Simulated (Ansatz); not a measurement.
Stepwise reaction of `O[SiH2][SiH2]O` with hydrogen chloride, as a gas-phase model of exchange steps in deposition or etching. ΔE in kJ/mol.

Calculated with Ansatz (gas phase, PBE0-D4/def2-TZVP geometries, no zero-point term in ΔE). CBS: MP2 limit from def2 TZ/QZ plus the TZ coupled-cluster correction, frozen cores. This one scheme is used for every species. DFT in def2-TZVPP. B3LYP here is the variant with VWN-RPA as its local correlation; programs differ in this. One conformer a species, not always the lowest.

```csv
step,reaction,PBE-D4,B3LYP-D4,ωB97M-V,CCSD(T)/CBS
1,`O[SiH2][SiH2]O` + HCl → `O[SiH2][SiH](O)Cl` + H₂,-93.6,-92.9,-93.3,-92.0
2,`O[SiH2][SiH](O)Cl` + HCl → `O[Si@@H](Cl)[Si@@H](O)Cl` + H₂,-94.2,-93.2,-93.6,-92.5
3,`O[Si@@H](Cl)[Si@@H](O)Cl` + HCl → `O[SiH](Cl)[Si](O)(Cl)Cl` + H₂,-91.3,-90.1,-90.4,-88.4
```

Q: By hand: ΔE of the 3 steps together at CCSD(T)/CBS.

A: (-92.0) + (-92.5) + (-88.4) = -272.9 kJ/mol, or -91.0 kJ/mol a step.

In ΔE the steps differ by no more than 4.1 kJ/mol. All are downhill at CCSD(T)/CBS. PBE-D4 differs from CCSD(T)/CBS by -2.9 to -1.6 kJ/mol a step. Isolated molecules leave out the surface, adducts and barriers. Largest T1 diagnostic: 0.012.
